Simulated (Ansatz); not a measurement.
Geometry optimisation, Ansatz, RHF/def2-SVP.

Input:

```yaml
crystal:
  periodic: [false, false, false]
  atoms:
    - { symbol: B, position_ang: [0.0, 0.0, 0.0] }
    - { symbol: O, position_ang: [0.0, 0.0, 1.76] }
    - { symbol: H, position_ang: [-0.9095, -0.2814, 2.0971] }
    - { symbol: H, position_ang: [1.0305, 0.0, -0.595] }
    - { symbol: F, position_ang: [-1.1431, 0.0, -0.66] }
    - { symbol: F, position_ang: [0.0726, 1.5356, 0.5108] }
    - { symbol: H, position_ang: [0.0505, 1.068, 1.4702] }
basis:
  gaussian: { orbitals: def2-SVP }
hamiltonian:
  xc: hf
relax:
  f_tol: 0.15
  max_steps: 25
  restrain:
    - { distance: [0, 5], at: 2.52, k: 30.0 }
    - { distance: [6, 1], at: 2.21, k: 30.0 }
    - { distance: [0, 1], at: 1.41, k: 30.0 }
    - { distance: [6, 5], at: 0.92, k: 30.0 }
output:
  orbitals: {}
```

Command:

```bash
$ ansatz run input.yaml --threads 1 --pin off --max-ram 2048MiB --backend cpu --events-out ev --progress --plain --runs-dir out
```

Where does it end, and by what steps?

The run converged. The restraints hold the end off the free minimum. After 8 steps the energy has fallen by 2.663 eV (the restraints' own energy left out); H7 moved furthest, 0.76 Å. Parted: B1–F6 (1.62 → 2.53 Å), O2–H7 (1.11 → 2.21 Å).

| step | energy less start (eV) | largest force component (eV/Å) | accepted |
| --- | --- | --- | --- |
| 0 | 0.0000 | 4.661 | yes |
| 1 | -0.8093 | 3.057 | yes |
| 2 | -1.5333 | 3.017 | yes |
| 3 | -2.1520 | 1.776 | yes |
| 4 | -2.4877 | 2.069 | yes |
| 5 | -2.3606 | 4.475 | no |
| 6 | -2.6414 | 0.840 | yes |
| 7 | -2.6589 | 1.167 | yes |
| 8 | -2.6625 | 1.040 | yes |

```xyz
7
Properties=species:S:1:pos:R:3
B -0.055 -0.255 0.113
O -0.076 -0.397 1.480
H -0.952 -0.521 1.823
H 0.979 -0.187 -0.467
F -1.195 -0.291 -0.544
F 0.065 2.198 0.710
H 0.335 1.774 1.468
```

Run time: 8.8 s on 1 thread of Arm Neoverse V2, on a shared host, peak memory 0.12 GiB.
